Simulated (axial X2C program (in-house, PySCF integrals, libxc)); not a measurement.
# Which molecule gave these maps?

PBE0 fields computed with an axial X2C code built on PySCF integrals, with spin–orbit coupling, near the equilibrium distance, one atom at z = 0.

The maps cover the half plane through the axis: z from -2.4 to 3.9 Å along the bond, ρ from 0.15 to 2.25 Å away from it (steps of 0.3 Å, the bottom row nearest the axis).

log10 of the density in e/bohr³:

digits 0 to 9 span -5.07 to 1.80 evenly
```
1122222222222221111000
1222333333332222211100
2233333444333333222110
2233444444444333332211
2334445555544444333211
3334455666555554433221
3344556777655555443321
3344567898765665543321
```

Electron localisation function (collinear form, no current term, damped to 0 at low density):

digits 0 to 9 span 0.00 to 1.00 evenly
```
0012333211000000000000
0246653221100111000000
2577653221112356520000
5887642222223689984000
7887532222224899998300
8987422454224999999710
9986325777425999999820
9986336272625999999930
```

Axial spin density in 10⁻³ e/bohr³:

digits 0 to 9 span -5.37 to 5.37 evenly, values beyond are clipped
```
5555555555544445555555
5555555555444455555555
5556666655444455555555
5567888865444555555555
5678999965434566655555
5689999844335899865555
6799999393327999976555
6799999898729999986555
```

**Question.** Which molecule is it?
A. Mg₂
B. HsN⁺
C. CdH
D. LiAs

**Answer.** C. CdH, with Cd at z = 0 and H at z = 1.771 Å, state Ω = 1/2 (⟨Sz⟩ = 0.50, ⟨Lz⟩ = 0.00 at PBE0), basis Cd dyall-cv3z [12s12p8d5f3g], H dyall-v3z [6s2p1d] (cores contracted in-house). The state is a single determinant with fixed occupations, the lowest that a limited PBE0 search found. Density functionals use the spin component along the axis (collinear).
